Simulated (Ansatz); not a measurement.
Li2Te⁺. The state is a doublet with charge 1. Geometry PBE-D4/def2-TZVP, that of the neutral singlet; atoms count from 1.

```xyz
3

Li    0.524    1.105   -1.483
Li   -1.329   -1.141    0.791
Te    0.805    0.036    0.692
```

In the def2 sets Te takes a core potential; there is no spin–orbit coupling. The structure comes from a short search, and lower isomers may exist.

(1) Estimate the Mulliken populations from the PBE0/def2-TZVP orbitals of Ansatz.

(2) Where does the spin sit?

(3) And the Mayer bond orders between heavy atoms (over 0.3)?

Results:

(1) 
| atom | charge (e) | spin (α − β) |
| --- | --- | --- |
| Li1 | 0.77 | 0.00 |
| Li2 | 0.77 | 0.00 |
| Te3 | -0.54 | 1.00 |
Mulliken values depend strongly on the basis.

(2) Summed by element: Li 0.00, Te 1.00, of 1 unpaired in all. Largest on single atoms: Te3 1.00, Li1 0.00, Li2 0.00.

(3) Li1–Te3 0.41 (2.44 Å); Li2–Te3 0.41 (2.44 Å).
